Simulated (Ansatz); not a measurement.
`[F][Hf]([F])([Cl])[Br]` and `[NH2][Hf]([F])([F])[Cl]` differ in one atom or group.

Ansatz, PBE0-D4/def2-TZVP geometries, multiplicity 1. Each molecule was computed in one conformer, which needn't be the lowest.

Elements past krypton have def2 core potentials. Scalar relativity is left out up to krypton.

| property | `[F][Hf]([F])([Cl])[Br]` |
| --- | --- |
| LUMO energy (B3LYP/def2-TZVPP) / eV | -1.95 |
| HOMO energy (PBE/def2-TZVPP) / eV | -7.94 |
| LUMO energy (PBE0/def2-TZVPP) / eV | -1.74 |
| size of the dipole moment (B3LYP/def2-TZVPP) / D | 0.13 |
| ideal-gas entropy at 298 K and 1 bar (rigid rotor, harmonic PBE0-D4/def2-TZVP) / J/(mol·K) | 384 |
| zero-point energy (PBE0-D4/def2-TZVP) / kJ/mol | 15.7 |

Task: Give the same properties after the change, and the shifts. (Best estimate.)

Result: Ansatz gave: 
```tsv
property	`[NH2][Hf]([F])([F])[Cl]`	shift
LUMO energy (B3LYP/def2-TZVPP) / eV	-1.02	0.93
HOMO energy (PBE/def2-TZVPP) / eV	-6.81	1.13
LUMO energy (PBE0/def2-TZVPP) / eV	-0.76	0.98
size of the dipole moment (B3LYP/def2-TZVPP) / D	2.65	2.52
ideal-gas entropy at 298 K and 1 bar (rigid rotor, harmonic PBE0-D4/def2-TZVP) / J/(mol·K)	380	-4
zero-point energy (PBE0-D4/def2-TZVP) / kJ/mol	77.6	61.9
```

The zero-point energy changes by 61.9 kJ/mol with +6 modes. Dipoles are sizes alone; their direction can turn.

B3LYP here is the variant with VWN-RPA as its local correlation; programs differ in this.

Spin–orbit coupling is left out; it splits and shifts lone-pair levels of the heavy atoms by tenths of an eV.
